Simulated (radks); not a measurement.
All-electron atom: Mg2+ in [He] 2s2 2p5 4d1 (not the ground configuration).

Method: non-relativistic Kohn-Sham, LDA (Slater exchange, Perdew-Wang correlation), spin-unpolarised, spherical densities, point nucleus; computed with a radial shooting solver on a logarithmic mesh with Libxc functionals.

Energy parts (hartree):
| part | energy |
|---|---|
| total | -195.60297 |
| kinetic | 195.08197 |
| electron-nucleus | -454.95947 |
| Hartree | 78.46673 |
| exchange-correlation | -14.19221 |

Orbitals (lengths in bohr, moments of r in powers of bohr; <r^-3> diverges for s and p1/2; r(max) is where P^2 peaks; r(90%) holds 90 % of the orbital's charge):
1s: occ. 2; eigenvalue (hartree) -47.88020; r(90%) 0.235; <1/r> 11.55; r(max) 0.08569
2s: occ. 2; eigenvalue (hartree) -4.50276; r(90%) 1.07; <1/r> 2.161; r(max) 0.5405
2p: occ. 5; eigenvalue (hartree) -3.33496; <r^-3> 28.32; r(90%) 1.08; <1/r> 2.058; r(max) 0.4631
4d: occ. 1; eigenvalue (hartree) -0.25258; <r^-3> 0.05672; r(90%) 9.38; <1/r> 0.2111; r(max) 6.588

The highest occupied level is 4d at -6.873 eV. The density falls to 0.001 e/bohr^3 at r = 2.45 bohr. The electron density at the nucleus is 1088 e/bohr^3. Summed over all electrons, <r^2> = 51.97 bohr^2, which gives a Langevin (diamagnetic) susceptibility term of -41.2 x 10^-6 cm^3/mol. Virial ratio -V/T = 2.00267.
